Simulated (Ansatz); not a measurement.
C₂H₆AlNSi (`NC1=[CH][AlH][SiH2]1`), relaxed with RKS PBE-D4/def2-SVP in Ansatz from a rough embedded geometry. The force threshold is 0.03 eV/Å; the program also tests the step.

The species carries charge 0 and has multiplicity 1.

Start:

```xyz
11

N     1.614   -0.362    1.283
C     0.519    0.021    0.364
C     0.222    1.224   -0.265
Al   -1.370    0.813   -1.249
Si   -0.936   -0.937   -0.286
H     2.311    0.277    1.509
H     1.617   -1.373    1.622
H     0.808    2.127   -0.203
H    -2.444    1.533   -2.306
H    -0.482   -2.017   -1.212
H    -1.859   -1.307    0.742
```

(1) How much energy does the relaxation release, and in how many steps? (Best estimate.)

(2) Which bonds change most? (Estimate.)

(3) Give the relaxed structure. (Best estimate.)

## Answers

(1) Ansatz gave: 192.53 kJ/mol, in 6 steps.

(2) Ansatz gave: Al4–Si5 from 2.043 to 2.428 Å; N1–C2 from 1.480 to 1.358 Å; Si5–H11 from 1.430 to 1.515 Å; C2–Si5 from 1.859 to 1.938 Å.

(3) Ansatz gave: 
```xyz
11

N     1.442   -0.301    1.127
C     0.432    0.046    0.289
C     0.247    1.304   -0.298
Al   -1.349    1.019   -1.321
Si   -0.987   -1.145   -0.280
H     2.166    0.371    1.391
H     1.514   -1.240    1.514
H     0.966    2.120   -0.088
H    -2.288    1.875   -2.295
H    -0.407   -2.367   -0.963
H    -1.736   -1.682    0.922
```
